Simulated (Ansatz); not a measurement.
`[CH3][Al@H-]1[F+][Al@H-]([CH3])[F+]1`. Charge 0, multiplicity 1.

Cartesian coordinates in Å:
```
C 2.176 1.277 -1.369
Al 0.825 1.130 0.009
F 0.770 -0.568 0.694
Al -0.825 -1.130 -0.009
C -2.176 -1.277 1.369
F -0.770 0.568 -0.694
H 3.180 1.338 -0.938
H 2.161 0.421 -2.050
H 2.034 2.180 -1.972
H 0.523 2.147 1.176
H -0.523 -2.148 -1.175
H -3.180 -1.332 0.938
H -2.037 -2.182 1.969
H -2.158 -0.423 2.053
```

Give the diagnostics of a CCSD(T)/def2-TZVPP run (frozen core, Ansatz). (Best estimate.)

Computed: T1 = 0.0101, largest single amplitude 0.015, largest double 0.017, (T) share of the correlation energy 3.0 %, 8 CCSD cycles. The RHF solution is stable towards an unrestricted one. T1 lies under the customary mark of 0.02 for closed shells.
